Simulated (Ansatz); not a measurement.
The same path of AlH7O2Si2 (12 atoms, charge 0, multiplicity 1) was run twice with different band settings. Lost on the way: Al1–H7. Made: O2–H7.

All numbers below come from RKS PBE0-D4/6-31G* in Ansatz.

Relaxed end points:

```xyz
12
Properties=species:S:1:pos:R:3
Al 0.375 -0.087 -0.191
O 0.478 -0.086 1.505
Si -0.196 -0.365 2.978
H -1.403 -1.236 2.861
H 0.789 -1.042 3.865
H -0.609 0.920 3.609
H 1.587 0.420 -1.051
O -1.040 -0.639 -0.947
Si -2.540 -1.300 -1.041
H -2.623 -2.553 -0.236
H -3.566 -0.347 -0.528
H -2.862 -1.625 -2.458
```

```xyz
12
Properties=species:S:1:pos:R:3
Al 0.343 0.089 -1.015
O 0.932 0.059 0.915
Si -0.262 -0.600 2.008
H -0.516 -2.054 1.903
H 0.575 -0.458 3.250
H -1.448 0.246 2.274
H 1.772 0.328 1.312
O -1.082 -0.600 -0.115
Si -2.621 -1.111 -0.469
H -3.121 -1.927 0.674
H -3.548 0.038 -0.670
H -2.634 -1.952 -1.700
```

Common settings: spring 5.0 eV/Å²; optimiser quadratic models (default); start path through a guess of the saddle point; force threshold 0.05 eV/Å; end points relaxed.

| run | movable images | climbing image | iteration limit |
| --- | --- | --- | --- |
| 1 | 9 | yes | 51 |
| 2 | 4 | no | 60 |

Q: What does each run give, and how far can it be trusted?

A: Run 1: converged after 31 iterations, highest image 3.008 eV above the first end. Neighbouring images differ by up to 2.4 eV, so the band resolves the path poorly. A vibrational analysis at the climbing image gives one clearly imaginary mode, 1485i cm⁻¹: a first-order saddle point.
Run 2: converged after 18 iterations, highest image 1.809 eV above the first end. Neighbouring images differ by up to 1.7 eV, so the band resolves the path poorly. No image climbed, so the highest image needn't sit at the top of the path. A band with more images between the same ends climbed to 3.01 eV, so this one has probably stepped over the top.
The orbitals stay closed-shell, which can raise the energy where a bond breaks towards radicals; this wasn't checked here.
